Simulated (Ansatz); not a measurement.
`Cl[SiH2][GeH3]` → GeH₄ + `[SiH]Cl` at 600 K and 1 bar (silylene formation by 1,1-elimination).

Computed with Ansatz on PBE0-D4/def2-TZVP structures; ΔE is electronic, products minus reactants. CCSD(T)/CBS is the MP2 limit (def2-TZVPP, def2-QZVPP) plus CCSD(T) − MP2 in def2-TZVPP, frozen cores. This one scheme is used for every species. For Ge outer-core shells are correlated without core-valence functions, which leaves a few kJ/mol of doubt a bond. Scalar relativity is left out up to krypton.

| species | CCSD(T)/CBS energy (Eh) | H − E (kJ/mol) | S (J/(mol·K)) |
| --- | --- | --- | --- |
| `Cl[SiH2][GeH3]` | -2828.01436 | 162.9 | 414.1 |
| GeH₄ | -2078.49493 | 105.8 | 256.4 |
| `[SiH]Cl` | -749.43948 | 44.3 | 282.6 |

H − E and S are ideal-gas, rigid-rotor, harmonic terms from PBE0-D4/def2-TZVP. 1 Eh = 2625.50 kJ/mol, R = 8.31446 J/(mol·K).

Q: By hand: ΔE, ΔH, ΔS and ΔG.

A: ΔE = (-2078.49493) + (-749.43948) − (-2828.01436) = 0.07995 Eh = 209.9 kJ/mol. Δ(H − E) = 105.8 + 44.3 − 162.9 = -12.8, so ΔH = 197.1 kJ/mol. ΔS = 256.4 + 282.6 − 414.1 = 124.9 J/(mol·K). ΔG = 197.1 − 600 × (124.9)/1000 = 122.2 kJ/mol.

Q: By hand: the equilibrium constant, and the temperature at which ΔG would vanish if ΔH and ΔS stayed fixed.

A: log₁₀ K = −ΔG/(RT ln 10) = -10.6. ΔG = 0 at ΔH/ΔS = 1578 K.

The number of gas molecules changes by +1, which sets the sign of ΔS. A doubt of 5 kJ/mol in ΔE shifts log₁₀ K by 0.4 here. These are equilibria of isolated gas molecules and say nothing of rates. Largest T1 diagnostic: 0.013 (customary marks: 0.02 for closed shells, 0.045 for open ones).
